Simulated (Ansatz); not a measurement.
Stepwise reaction of `F[SiH2]O[SiH](F)F` with hydrogen, as a gas-phase model of exchange steps in deposition or etching. ΔE in kJ/mol.

Program: Ansatz. Geometries: PBE0-D4/def2-TZVP. ΔE: electronic, gas phase. CCSD(T)/CBS adds triple-zeta CCSD(T) − MP2 to the extrapolated MP2 energy (def2 sets, frozen cores). This one scheme is used for every species. Functionals use def2-TZVPP. B3LYP here is the variant with VWN-RPA as its local correlation; programs differ in this. One conformer a species, not always the lowest.

| step | reaction | PBE-D4 | B3LYP-D4 | ωB97M-V | CCSD(T)/CBS |
| --- | --- | --- | --- | --- | --- |
| 2 | `F[SiH2]O[SiH2]F` + H₂ → `F[SiH2]O[SiH3]` + H–F | 126.9 | 135.8 | 136.0 | 133.2 |
| 3 | `F[SiH2]O[SiH3]` + H₂ → `[SiH3]O[SiH3]` + H–F | 128.5 | 136.9 | 137.6 | 134.9 |

Problem. Give the row of step 1, `F[SiH2]O[SiH](F)F` + H₂ → `F[SiH2]O[SiH2]F` + H–F. (Best estimate.)

Solution. The calculation gave: 
```json
{"step": "1", "reaction": "`F[SiH2]O[SiH](F)F` + H₂ → `F[SiH2]O[SiH2]F` + H–F", "PBE-D4": "135.6", "B3LYP-D4": "143.9", "ωB97M-V": "144.5", "CCSD(T)/CBS": "141.8"}
```

Problem. By hand: ΔE of the 3 steps together at CCSD(T)/CBS.

Solution. (141.8) + (133.2) + (134.9) = 409.9 kJ/mol, or 136.6 kJ/mol a step.

In ΔE step 2 is the lowest and step 1 the highest. All are uphill at CCSD(T)/CBS. PBE-D4 differs from CCSD(T)/CBS by -6.4 to -6.2 kJ/mol a step. Isolated molecules leave out the surface, adducts and barriers. Largest T1 diagnostic: 0.012.
